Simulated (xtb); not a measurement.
C6H15N2, doublet, geometry from GFN2-xTB; GFN0-xTB (xtb).

xtb was given this input:
```
$ xtb coord --gfn 0 --uhf 1 --json

# file coord
$coord
      2.8662179488      -2.2268733719      -0.9760839646  c
      2.9757802066       0.4425368575      -0.4789452848  n
      5.4808302403       1.5089240117      -0.5029241519  c
      1.2369808195       1.4952549802       1.1809464904  c
     -1.0794134899       0.1455816472       1.9634164106  c
     -2.7416397761      -0.6176008968      -0.1492655926  n
     -3.5606586058       1.5438062584      -1.6092609479  c
     -4.8747922753      -2.0653914180       0.7547770421  c
      3.9529136117      -2.6296899627      -2.6817254613  h
      3.6554350795      -3.3587822631       0.5771831321  h
      0.9048705994      -2.7605734901      -1.2805977960  h
      5.3640854359       3.5477298367      -0.2591096653  h
      6.6829666644       0.7377164246       1.0058419165  h
      6.3766997529       1.1043687407      -2.3163206290  h
      1.3114249172       3.5247568897       1.3127331179  h
     -0.5983095520      -1.6159063587       2.9499971991  h
     -2.1205467032       1.3618319443       3.3003589422  h
     -4.7410721178       2.8572460016      -0.5043462086  h
     -4.6464489387       0.8902813279      -3.2322225613  h
     -1.8984491382       2.5517739468      -2.2809713365  h
     -6.0007591494      -2.6830017445      -0.8555160930  h
     -6.1029123391      -0.9788115386       2.0404658548  h
     -4.1938695663      -3.7313046354       1.7564806852  h
$end
```

Output, abridged:

```
   ID    Z sym.   atoms
    1    6 c      1, 3-5, 7, 8
    2    7 n      2, 6
    3    1 h      9-23

           -------------------------------------------------
          |                Calculation Setup                |
           -------------------------------------------------

           -------------------------------------------------
          |                 G F N 0 - x T B                 |
           -------------------------------------------------

          ...................................................
          :                      SETUP                      :
          :.................................................:
          :  # basis functions                  62          :
          :  # atomic orbitals                  62          :
          :  # shells                           46          :
          :  # electrons                        49          :
          :  electronic temp.          300.0000000     K    :
          :  accuracy                    1.0000000          :
          :  -> integral cutoff          0.2500000E+02      :
          :  -> integral neglect         0.1000000E-07      :
          ...................................................

         :::::::::::::::::::::::::::::::::::::::::::::::::::::
         ::                     SUMMARY                     ::
         :::::::::::::::::::::::::::::::::::::::::::::::::::::
         :: total energy             -26.927077008830 Eh    ::
         :: gradient norm              0.016141049388 Eh/a0 ::
         :: HOMO-LUMO gap              4.595438868427 eV    ::
         ::.................................................::
         :: H0 energy                -27.141118732990 Eh    ::
         :: repulsion energy           0.366627466213 Eh    ::
         :: electrostat energy        -0.068130154054 Eh    ::
         :: -> Gsolv                   0.000000000000 Eh    ::
         ::    -> Gsasa                0.000000000000 Eh    ::
         ::    -> Gshift               0.000000000000 Eh    ::
         :: dispersion energy         -0.008211084936 Eh    ::
         :: short-range corr.         -0.076244503062 Eh    ::
         :: add. restraining           0.000000000000 Eh    ::
         :: total charge              -0.000000000000 e     ::
         :::::::::::::::::::::::::::::::::::::::::::::::::::::

           -------------------------------------------------
          |                Property Printout                |
           -------------------------------------------------

    * Orbital Energies and Occupations

         #    Occupation            Energy/Eh            Energy/eV
      -------------------------------------------------------------
         1        2.0000           -0.7170082             -19.5108
       ...           ...                  ...                  ...
        13        2.0000           -0.5493266             -14.9479
        14        2.0000           -0.5382517             -14.6466
        15        2.0000           -0.5253444             -14.2954
        16        2.0000           -0.5212435             -14.1838
        17        2.0000           -0.5192263             -14.1289
        18        2.0000           -0.5089536             -13.8493
        19        2.0000           -0.5051064             -13.7446
        20        2.0000           -0.5021666             -13.6646
        21        2.0000           -0.5003927             -13.6164
        22        2.0000           -0.4870094             -13.2522
        23        2.0000           -0.4449040             -12.1065
        24        2.0000           -0.4227146             -11.5026
        25        1.0000           -0.3230572              -8.7908 (HOMO)
        26                         -0.1541780              -4.1954 (LUMO)
        27                         -0.1532949              -4.1714
        28                         -0.1416664              -3.8549
        29                         -0.1398117              -3.8045
[...]
                  HL-Gap            0.1688793 Eh            4.5954 eV
             Fermi-level            0.0000000 Eh            0.0000 eV

     #   Z          covCN         q      C6AA      α(0)
     1   6 c        3.703     0.004    23.091     6.950
     2   7 n        2.726    -0.552    32.678     8.559
     3   6 c        3.705     0.013    22.918     6.923
     4   6 c        2.839     0.056    28.207     8.676
     5   6 c        3.758     0.163    20.178     6.481
     6   7 n        2.722    -0.596    34.067     8.739
     7   6 c        3.713     0.019    22.790     6.901
     8   6 c        3.714     0.008    22.998     6.932
     9   1 h        0.924     0.062     2.175     2.306
    10   1 h        0.923     0.052     2.291     2.367
    11   1 h        0.925     0.124     1.581     1.966
    12   1 h        0.925     0.058     2.221     2.330
    13   1 h        0.923     0.052     2.292     2.367
    14   1 h        0.924     0.061     2.186     2.312
    15   1 h        0.926     0.062     2.177     2.307
    16   1 h        0.923     0.040     2.454     2.450
    17   1 h        0.923     0.013     2.850     2.640
    18   1 h        0.923     0.044     2.400     2.423
    19   1 h        0.925     0.063     2.169     2.303
    20   1 h        0.925     0.086     1.922     2.168
    21   1 h        0.925     0.064     2.155     2.296
    22   1 h        0.923     0.047     2.362     2.404
    23   1 h        0.925     0.057     2.233     2.337

 Mol. C6AA /au·bohr⁶  :       3944.916661
 Mol. C8AA /au·bohr⁸  :      82641.964300
 Mol. α(0) /au        :         95.139316

Wiberg/Mayer (AO) data.
largest (>0.10) Wiberg bond orders for each atom

 ---------------------------------------------------------------------------
     #   Z sym  total        # sym  WBO       # sym  WBO       # sym  WBO
 ---------------------------------------------------------------------------
     1   6 c    3.944 --     9 h    0.980    11 h    0.978     2 n    0.971
                            10 h    0.971
     2   7 n    3.296 --     4 c    1.308     1 c    0.971     3 c    0.964
     3   6 c    3.943 --    12 h    0.981    14 h    0.980    13 h    0.971
                             2 n    0.964
     4   6 c    3.485 --     2 n    1.308     5 c    1.061    15 h    0.978
     5   6 c    3.957 --     4 c    1.061    17 h    0.969    16 h    0.963
                             6 n    0.919
     6   7 n    2.987 --     7 c    0.982     8 c    0.982     5 c    0.919
     7   6 c    3.949 --     6 n    0.982    19 h    0.982    20 h    0.979
                            18 h    0.975
     8   6 c    3.947 --     6 n    0.982    23 h    0.981    21 h    0.981
                            22 h    0.975
     9   1 h    0.985 --     1 c    0.980
    10   1 h    0.981 --     1 c    0.971
    11   1 h    0.994 --     1 c    0.978
    12   1 h    0.983 --     3 c    0.981
    13   1 h    0.983 --     3 c    0.971
    14   1 h    0.987 --     3 c    0.980
    15   1 h    0.986 --     4 c    0.978
    16   1 h    0.988 --     5 c    0.963
    17   1 h    0.977 --     5 c    0.969
    18   1 h    0.976 --     7 c    0.975
    19   1 h    0.987 --     7 c    0.982
    20   1 h    0.993 --     7 c    0.979
    21   1 h    0.987 --     8 c    0.981
    22   1 h    0.976 --     8 c    0.975
    23   1 h    0.987 --     8 c    0.981
 ---------------------------------------------------------------------------

Topologies differ in total number of bonds
Writing topology from bond orders to xtbtopo.mol

 dipole moment from electron density (au)
     X       Y       Z
   0.3497  -0.0946   0.0469  total (Debye):    0.929

           -------------------------------------------------
          | TOTAL ENERGY              -26.927077008830 Eh   |
          | GRADIENT NORM               0.016141049388 Eh/α |
          | HOMO-LUMO GAP               4.595438868427 eV   |
           -------------------------------------------------

normal termination of xtb
```
